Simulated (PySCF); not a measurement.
Radial density of Ar²⁺ (argon, charge +2)

revPBE, [Ne] 3s2 3p3 3d1, high-spin 5D determinant (an excited configuration). Computed with PySCF 2.14 in dyall-acv3z (19s12p6d4f, 113 functions), with scalar relativity by spin-free X2C-1e.

| r (bohr) | 4πr²ρ (e/bohr) | 4πr²(ρα − ρβ) |
| --- | --- | --- |
| 0.00132 | 0.09880 | 0.0000 |
| 0.00222 | 0.2599 | 0.0000 |
| 0.00373 | 0.6704 | -0.0001 |
| 0.00627 | 1.673 | -0.0001 |
| 0.0105 | 3.940 | -0.0002 |
| 0.0177 | 8.399 | 0.0001 |
| 0.0298 | 15.12 | 0.0043 |
| 0.0502 | 20.59 | 0.0298 |
| 0.0844 | 18.69 | 0.1361 |
| 0.142 | 14.37 | 0.4063 |
| 0.239 | 19.66 | 0.5945 |
| 0.402 | 16.99 | 0.1513 |
| 0.676 | 5.200 | 0.7586 |
| 1.14 | 4.905 | 2.9062 |
| 1.91 | 2.188 | 1.5712 |
| 3.22 | 0.1921 | 0.1745 |
| 5.41 | 0.001854 | 0.0018 |

Densities and radii are taken from the X2C orbitals without a picture-change correction, which distorts them close to the nucleus.

The outer electron is Rydberg-like, and this basis confines it to a smaller radius and binds it less than a complete one would.
